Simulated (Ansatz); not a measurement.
Consider the substitution at a C–Al bond: `CO[CH2][AlH][CH3]` + `C/N=C\N` → `C/N=C/NC` + `CO[CH2][AlH2]`.

Calculated with Ansatz (gas phase, PBE0-D4/def2-TZVP geometries, no zero-point term in ΔE). CCSD(T)/CBS adds triple-zeta CCSD(T) − MP2 to the extrapolated MP2 energy (def2 sets, frozen cores). Double bonds are as drawn, so ΔE can hold a change between cis and trans. Functionals use def2-TZVPP. Each species was taken in one conformer, which may not be the lowest.

```json
{"level": "ωB97M-V", "ΔE (kJ/mol)": "57.9"}
{"level": "HF/def2-TZVPP", "ΔE (kJ/mol)": "37.8"}
{"level": "HF/CBS(def2)", "ΔE (kJ/mol)": "37.3"}
{"level": "CCSD/CBS(def2)", "ΔE (kJ/mol)": "55.6"}
```

Task: What does CCSD(T)/CBS give? (Best estimate.)

Result: The calculation gave: +57.6 kJ/mol. The listed levels differ from it by 0.3, -19.8, -20.3, -2.0 kJ/mol.

Largest T1 diagnostic among the species: 0.013.

From BLYP to BHLYP (50 % exact exchange), in def2-TZVPP and without D4, ΔE moves by −3.4 kJ/mol. At CCSD(T), def2-SVP lies −24.5 kJ/mol from the extrapolated value and def2-TZVPP −2.4 kJ/mol. Leaving LDA and LC-ωPBE aside and taking each functional with its dispersion term where it has one, the values, not all of them listed here, spread over 11.1 kJ/mol, from BHLYP-D4 to r2SCAN-D4.
